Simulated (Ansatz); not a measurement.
Consider the ligand exchange at a B–C bond: `CBNC` + H–F → `CNBF` + CH₄.

Isolated molecules relaxed with PBE0-D4/def2-TZVP in Ansatz; ΔE leaves out vibrations. CCSD(T)/CBS adds triple-zeta CCSD(T) − MP2 to the extrapolated MP2 energy (def2 sets, frozen cores). This one scheme is used for every species. Functionals use def2-TZVPP. One conformer a species, not always the lowest.

| level | ΔE (eV) |
| --- | --- |
| revPBE-D4 | -1.34 |
| PBE0-D4 | -1.38 |
| PBE-QIDH | -1.41 |
| PBE | -1.41 |
| BLYP | -1.55 |
| CCSD/def2-SVP | -1.62 |
| HF/def2-QZVPP | -1.66 |
| MP2/def2-QZVPP | -1.37 |

Question: What does CCSD(T)/CBS give? (Best estimate.)

Answer: Computed: -1.37 eV. The listed levels differ from it by 0.03, -0.01, -0.04, -0.04, -0.18, -0.25, -0.29, 0.00 eV.

Largest T1 diagnostic among the species: 0.012.

In def2-TZVPP, CCSD(T) changes the Hartree–Fock value by +0.25 eV (the triples alone add +0.02 eV) and MP2 by +0.27 eV. Leaving LDA and LC-ωPBE aside and taking each functional with its dispersion term where it has one, the values, not all of them listed here, spread over 0.20 eV, from BHLYP-D4 to revPBE-D4. LDA lies +0.03 eV from PBE without D4.
